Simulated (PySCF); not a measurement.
# Heteronuclear NMR

Molfile (atoms numbered from 1):
```
C7H7BF2
     RDKit          3D

 17 17  0  0  0  0  0  0  0  0999 V2000
   -3.0762   -0.8078    0.4916 F   0  0  0  0  0  0  0  0  0  0  0  0
   -2.4875    0.2027   -0.1878 C   0  0  0  0  0  0  0  0  0  0  0  0
   -2.8210    0.0465   -1.4897 F   0  0  0  0  0  0  0  0  0  0  0  0
   -0.9838    0.1422   -0.0303 C   0  0  0  0  0  0  0  0  0  0  0  0
   -0.3272    1.2795    0.3724 C   0  0  0  0  0  0  0  0  0  0  0  0
    1.1705    1.5167    0.5745 B   0  0  0  0  0  0  0  0  0  0  0  0
    2.2405    0.4547    0.3369 C   0  0  0  0  0  0  0  0  0  0  0  0
    2.0750   -0.8489   -0.0643 C   0  0  0  0  0  0  0  0  0  0  0  0
    0.8753   -1.5515   -0.3641 C   0  0  0  0  0  0  0  0  0  0  0  0
   -0.4301   -1.1311   -0.3517 C   0  0  0  0  0  0  0  0  0  0  0  0
   -2.9063    1.1576    0.1724 H   0  0  0  0  0  0  0  0  0  0  0  0
   -0.9938    2.1311    0.5665 H   0  0  0  0  0  0  0  0  0  0  0  0
    1.5229    2.6182    0.9395 H   0  0  0  0  0  0  0  0  0  0  0  0
    3.2867    0.7419    0.5018 H   0  0  0  0  0  0  0  0  0  0  0  0
    2.9799   -1.4595   -0.1760 H   0  0  0  0  0  0  0  0  0  0  0  0
    1.0194   -2.5971   -0.6549 H   0  0  0  0  0  0  0  0  0  0  0  0
   -1.1686   -1.8898   -0.6286 H   0  0  0  0  0  0  0  0  0  0  0  0
  1  2  1  0
  2  3  1  0
  2  4  1  0
  4  5  2  0
  5  6  1  0
  6  7  1  0
  7  8  2  0
  8  9  1  0
  9 10  2  0
 10  4  1  0
  2 11  1  0
  5 12  1  0
  6 13  1  0
  7 14  1  0
  8 15  1  0
  9 16  1  0
 10 17  1  0
M  END
```

PySCF 2.14.0 with density-fitted response routines calculation with GIAO PBE0/pcSseg-1 shieldings and geometry: PBE0-D3(BJ)/def2-SVP; no solvent model, averaged over atoms made equivalent by symmetry, fast rotation or ring inversion, no relativistic terms, one conformer.

Task: What are the ¹⁹F shifts?

Result: 
```tsv
atoms	environment	σ (ppm)	δ (ppm)
F1/F3	fluorine of a CF2 group	289.4	-97.0
```

Shieldings were converted by a linear fit to measured shifts: ¹⁹F: δ = 160.63 − 0.942σ +14.9 on sp3 carbon (rms 6.9 ppm, 221 shifts, 7.7 ppm with the 5 outliers that the fit left out vs CFCl3, solution or neat liquid). A few per cent of atoms miss by over 2 rms, more outside the fitted compound classes.

On a 300 MHz spectrometer ¹⁹F resonates near 282.3 MHz, so 1 ppm is 282.3 Hz.
